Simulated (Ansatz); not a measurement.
Reaction (ligand exchange at the Si–O bond): `CS[SiH2]O` + H₂Se → `CS[SiH2][SeH]` + H₂O

Computed with Ansatz on PBE0-D4/def2-TZVP structures; ΔE is electronic, products minus reactants. CCSD(T)/CBS adds triple-zeta CCSD(T) − MP2 to the extrapolated MP2 energy (def2 sets, frozen cores). This one scheme is used for every species. For Se outer-core shells are correlated without core-valence functions, which leaves a few kJ/mol of doubt a bond. Scalar relativity is left out up to krypton. Each species was taken in one conformer, which may not be the lowest.

`CS[SiH2]O`:

Z-matrix (Å, degrees):
```
C
S 1 1.818
H 1 1.089 2 111.0
H 1 1.090 2 110.8 3 -122.4
H 1 1.089 2 106.9 3 118.9
Si 2 2.119 1 99.7 3 59.8
O 6 1.646 2 113.6 1 -63.8
H 6 1.485 2 104.1 1 173.6
H 6 1.481 2 110.9 1 52.7
H 7 0.959 6 116.7 2 -56.8
```

H₂Se:

Z-matrix (Å, degrees):
```
Se
H 1 1.467
H 1 1.467 2 91.2
```

`CS[SiH2][SeH]`:

Cartesian coordinates in Å:
```
C -1.061 1.350 -0.254
S -0.292 0.370 -1.573
Si 0.605 -1.164 -0.422
Se 2.110 -0.331 1.089
H -1.454 2.252 -0.721
H -1.881 0.803 0.211
H -0.321 1.627 0.497
H -0.387 -1.935 0.371
H 1.280 -2.030 -1.417
H 1.402 -0.941 2.220
```

H₂O:

Cartesian coordinates in Å:
```
O 0.273 0.196 -0.196
H -0.243 0.504 0.551
H -0.030 -0.700 -0.355
```

```json
{"species": "`CS[SiH2]O`", "HF/def2-TZVPP energy (Eh)": "-802.83858"}
{"species": "H₂Se", "HF/def2-TZVPP energy (Eh)": "-2401.00417"}
{"species": "`CS[SiH2][SeH]`", "HF/def2-TZVPP energy (Eh)": "-3127.76004"}
{"species": "H₂O", "HF/def2-TZVPP energy (Eh)": "-76.06237"}
```

Q: Work out ΔE.

A: ΔE = (-3127.76004) + (-76.06237) − (-802.83858) − (-2401.00417) = 0.02034 Eh = +12.8 kcal/mol. CCSD(T)/CBS gives +6.9 kcal/mol.

Largest T1 diagnostic among the species: 0.011.

The D4 term adds −1.9 kcal/mol with B3LYP and −1.0 kcal/mol with PBE0; it sums over pairs of atoms, weighted by their polarisabilities, and B3LYP, whose exchange is more repulsive, gets the larger term. In def2-TZVPP, CCSD(T) changes the Hartree–Fock value by −4.2 kcal/mol (the triples alone add −0.7 kcal/mol) and MP2 by −5.4 kcal/mol.

B3LYP here is the variant with VWN-RPA as its local correlation; programs differ in this.
